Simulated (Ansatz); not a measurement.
## Ansatz (development build ahead of 0.2.0) run

```yaml
crystal:
  periodic: [false, false, false]
  atoms:
    - { symbol: Co, position_ang: [0.0, 0.0, 0.0] }
    - { symbol: Si, position_ang: [0.0, 0.0, 4.313] }
basis:
  gaussian: { orbitals: pcseg-2 }
magnetization:
  initial_magnetization: 1
hamiltonian:
  xc: { name: wB97X }
```

The input is written out in the form of the current development build from the run's settings.

The run gave:

```yaml
Converged: yes
Total_energy: -1672.03758 hartree
Spin_squared_of_the_determinant: 0.750
Stability_test: minimum among restricted orbitals
```

Caution: stretched shape with no unrestricted run beside it, a lower state can exist; charge can spread falsely over distant fragments.
